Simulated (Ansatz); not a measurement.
Basis-set series for C₂H₄FI, SMILES `FCCI`. The species carries charge 0 and has multiplicity 1. I: def2 effective core potential. The structure was optimised at the PBE0-D4/def2-TZVP level. It is one conformer, not always the lowest.

```csv
functional,basis,functions,energy (Eh),HOMO (eV),LUMO (eV)
PBE0-D4,def2-SVP,88,-475.84403,-7.51,-0.88
PBE0-D4,def2-QZVPP,373,-476.07811,-7.60,-1.10
ωB97M-V,def2-SVP,88,-475.92327,-9.66,1.21
ωB97M-V,def2-QZVPP,373,-476.16587,-9.78,0.76
```

Task: Give the rows for def2-TZVPP. (Estimate.)

Result: Ansatz gave: 
```json
{"functional": "PBE0-D4", "basis": "def2-TZVPP", "functions": "199", "energy (Eh)": "-476.06711", "HOMO (eV)": "-7.59", "LUMO (eV)": "-1.03"}
{"functional": "ωB97M-V", "basis": "def2-TZVPP", "functions": "199", "energy (Eh)": "-476.15498", "HOMO (eV)": "-9.77", "LUMO (eV)": "0.93"}
```

Positive LUMOs are unbound and depend on the basis.
